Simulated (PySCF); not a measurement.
Delta-SCF ions had no search for a lower state. Excitations are Tamm–Dancoff values on a coarser integration grid. The basis has no diffuse functions, so Rydberg states are missing or too high.

## H$_{3}$AlS$_{3}$, SMILES `[SH][Al]([SH])[SH]` (charge 0, multiplicity 1)

All values below come from TPSSh-D3(BJ)/def2-TZVP // PBE0-D3(BJ)/def2-TZVP (PySCF 2.14.0).

* **HOMO**: -7.10 eV
* **dipole moment**: 1.52 D
* **HOMO–LUMO gap**: 6.12 eV
* **LUMO**: -0.98 eV
* **S1 excitation (TDA)**: 5.58 eV
* **S1 oscillator strength**: 0.000
* **T1 excitation (TDA)**: 5.26 eV
* **S1–T1 gap (TDA)**: 0.32 eV
* **vertical ionisation energy (Delta-SCF)**: 9.40 eV
* **total energy**: -1439.0734 Ha
* **cost**: very roughly 5 core-minutes

```xyz
7

S      2.4610    -0.1231    -0.3299
Al     0.3063     0.0998    -0.1455
S     -0.7878    -1.2398     1.1815
S     -0.6320     1.6739    -1.3212
H      2.4951    -1.1198     0.5722
H     -1.9719    -0.6477     0.9512
H     -1.8708     1.3568    -0.9083
```
Charge 0, spin multiplicity 1.
